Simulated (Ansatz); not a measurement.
Frontier orbitals of C2H6BFO, SMILES `CCOBF`.

```xyz
11

C     0.8691   -1.2183    0.2075
C    -0.4467   -0.5446   -0.0928
O    -0.5344    0.6952    0.5958
B    -0.5430    1.8643   -0.0555
F    -0.6049    2.9733    0.6681
H     0.9088   -2.1968   -0.2766
H     0.9925   -1.3596    1.2828
H     1.7059   -0.6199   -0.1593
H    -1.2828   -1.1594    0.2502
H    -0.5664   -0.3823   -1.1694
H    -0.4981    1.9481   -1.2508
```

Total charge 0; spin multiplicity 1. The geometry is a stationary point of PBE0-D4/def2-TZVP. It is one conformer, not always the lowest. Basis def2-TZVPP, Ansatz.

Orbital energies of one run (eV). Highest occupied ones, from the top: -7.76, -7.90, -8.63, -9.39, -9.93, -10.40, -10.87, -11.47, -12.37, -12.73, -13.76, -15.90, -19.05, -26.18. Empty: -0.88, 0.33, 1.02, 1.30, 1.56, 2.07.

(1) Which functional gave them?
A. ωB97X-V
B. r2SCANh
C. ωB97M-V
D. LDA (SPW92)

Answers

(1) D. HOMO energies: LDA (SPW92) -7.76, r2SCANh -8.52, ωB97M-V -11.55, ωB97X-V -11.63 eV.
